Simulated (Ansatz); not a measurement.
CH3Cl3HfS (`C[S][Hf]([Cl])([Cl])[Cl]`), one more setting.

```yaml
crystal:
  periodic: [false, false, false]
  atoms:
    - {symbol: C, position_ang: [-0.049739, -1.503147, 0.915593]}
    - {symbol: S, position_ang: [1.533398, -0.912903, -0.242111]}
    - {symbol: Hf, position_ang: [0.214055, 1.318620, -0.890581]}
    - {symbol: Cl, position_ang: [-2.025397, 0.663944, -2.072488]}
    - {symbol: Cl, position_ang: [1.759152, 2.672956, -2.481122]}
    - {symbol: Cl, position_ang: [-0.305042, 2.659179, 1.294398]}
    - {symbol: H, position_ang: [0.334994, -1.628633, 2.065589]}
    - {symbol: H, position_ang: [-0.987749, -0.708088, 0.926008]}
    - {symbol: H, position_ang: [-0.473672, -2.561928, 0.484715]}
basis:
  gaussian: {orbitals: def2-SVPD, nuclear_model: gaussian}
hamiltonian: {xc: {name: r2SCANh}, dispersion: d3bjatm}
accuracy: high
```

```sh
$ ansatz run in.yaml --threads 4 --pin off --events-out ev --progress --plain --max-ram 11315MiB
```

Output, abridged:

```
Functional definition: r2SCANh
3684 factors; integrals over basis functions are off by at most 3.8e-9 eV
mean field evaluation 1: about -50776.0718 eV, gradient 4.4e1 eV
mean field evaluation 2: about -50635.8109 eV, gradient 2.4e2 eV
mean field evaluation 4: about -50781.2730 eV, gradient 1.8e1 eV
mean field evaluation 8: about -50782.3121 eV, gradient 1.1e0 eV
mean field evaluation 16: about -50782.3164 eV, gradient 4.2e-4 eV
mean field -50782.31637295 eV, -1866.2157052156 hartree, gradient 5.9e-8 eV, S^2 0.000000; 0 other end points of the search recorded, 0 dependent functions left out
reference -50782.31637412 eV, -1866.2157052586 hartree; 44, 44 occupied and 143, 143 virtual orbitals, 3684 factors
Total energy: -50782.41965126 eV, -1866.2195006235 hartree
```

Run time 35 s (4 threads of an Arm Neoverse V1 on a shared host); peak host memory 1.4 GiB.
